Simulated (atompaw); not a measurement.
LDA (PW92) PAW (atompaw) dataset for sulfur (S), scalar-relativistic all-electron reference.

atompaw 4.2.0.5 input, output lines left out:

```
S 16
LDA-PW scalarrelativistic loggrid 1500 logderivrange -3 5 201
3 3 0 0 0 0
3 1 4
0 0 0
c
c
v
c
v
1
1.65 1.55 1.10 0.85
y
0.5
n
y
-0.2
n
custom polynom2 7 10 vanderbiltortho besselshape
2 -0.5 ultrasoft
1.65
1.15
1.65
1.65
```

(1) Estimate the cutoffs (Ry, on a coarse ladder) from which the occupation-weighted sum of valence levels, in a spherical-Bessel basis at the reference potential, stays within 10 and 1 mRy of its value at 400 Ry.

(2) Does the potential have ghost states?

(3) Is the overlap operator S = 1 + Σ q|β⟩⟨β| positive definite (Bessel basis up to 400 Ry)?

Results:

(1) 15 Ry and 18 Ry.

(2) No extra level below or beside the all-electron valence levels (s, p, d, f tested).

(3) Yes: its lowest eigenvalue is 0.26 (s channel).
